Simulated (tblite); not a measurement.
Compound: C6H11PS.
Z-matrix (Å and degrees, GFN2-xTB geometry), rows numbered from 1:
```
S 
P   1  1.9272
C   2  1.8229  1  116.21
C   3  1.5033  2  116.73  1    33.77
C   4  1.4891  3   60.28  2  -107.45
C   2  1.8231  1  116.62  3   123.59
C   6  1.5044  2  116.01  1   -45.96
C   7  1.4888  6   60.20  2   108.35
H   2  1.4048  1  115.29  3  -118.06
H   3  1.0839  2  114.96  1   179.49
H   4  1.0793  3  118.28  5  -109.47
H   4  1.0816  3  117.37  5   107.12
H   5  1.0816  3  117.46  4  -107.38
H   5  1.0794  3  117.97  4   109.56
H   6  1.0838  2  114.91  1   169.27
H   7  1.0793  6  118.21  8   109.41
H   7  1.0817  6  117.42  8  -107.39
H   8  1.0815  6  117.27  7   107.53
H   8  1.0795  6  118.04  7  -109.39
```

All values are computed: GFN2-xTB (tblite) harmonic vibrations without scaling, gas phase. Against measured fundamentals such values can be off by several per cent, at times by over 20. Modes of hydrogen on phosphorus can be 10 to 20 % off. One conformer, not necessarily the lowest.

Harmonic wavenumbers (cm⁻¹): 30.0, 39.1, 117.8, 142.4, 147.7, 228.9, 295.5, 344.0, 395.3, 587.1, 665.0, 753.6, 786.7, 800.3, 802.1, 830.5, 860.8, 868.3, 960.2, 963.5, 981.0, 988.3, 1004.5, 1030.1, 1062.0, 1063.9, 1068.7, 1073.2, 1082.9, 1085.3, 1147.3, 1150.6, 1198.3, 1203.1, 1318.8, 1321.9, 1421.0, 1422.2, 1469.3, 1473.6, 2178.4, 3016.2, 3020.3, 3067.0, 3069.5, 3070.4, 3070.7, 3089.9, 3090.5, 3102.3, 3103.3.

A = 2162, B = 1135, C = 907.2 MHz; mass 146.032 u (most abundant isotopes); point group C1, symmetry number 1.

**Question.** Zero-point energy?

**Answer.** ½Σν̃ = 33532 cm⁻¹ = 95.87 kcal/mol.

**Question.** Entropy at 200 K, 1 bar (ideal gas, RRHO, classical rotation)?

**Answer.** Translation 38.89, rotation 28.17, vibration 19.71: S = 86.8 cal/(mol K).

**Question.** And Cp and H(200 K) − H(0)?

**Answer.** Cp = 25.96 cal/(mol K), of which vibrations give 18.01 (their classical limit is 51 R = 101.3); H(200 K) − H(0) = 3.54 kcal/mol without the zero-point energy, 1.95 from vibrations.

**Question.** What must be added to the electronic energy to get the Gibbs energy at 200 K and 1 bar?

**Answer.** ZPE + [H(200 K) − H(0)] − T·S = 95.87 + 3.54 − 17.35 = 82.06 kcal/mol.

**Question.** How do the functions run with temperature in this model?

**Answer.** 
```
T (K)  S (cal/(mol K))  Cp (cal/(mol K))  H − H(0) (kcal/mol)  G − H(0) (kcal/mol)  ln q(vib)
  100             71.9              18.2                 1.34                -5.84       2.42
  300             99.2              36.5                 6.64               -23.12       7.42
  500            122.8              56.5                16.05               -45.35      12.23
  800            153.7              74.7                36.01               -86.98      19.43
 1000            171.3              82.3                51.75              -119.52      23.96
```

q(vib) and H(0) count from the zero-point level.

**Question.** Which modes carry the vibrational entropy at 200 K?

**Answer.** 30.0 cm⁻¹: 5.04; 39.1 cm⁻¹: 4.51; 117.8 cm⁻¹: 2.37; 142.4 cm⁻¹: 2.02; 147.7 cm⁻¹: 1.96; 228.9 cm⁻¹: 1.21 cal/(mol K); the other 45 give 2.60 together.

Hindered rotation and anharmonicity are outside this model. Other conformers, if any are populated, would add a mixing term that is left out.
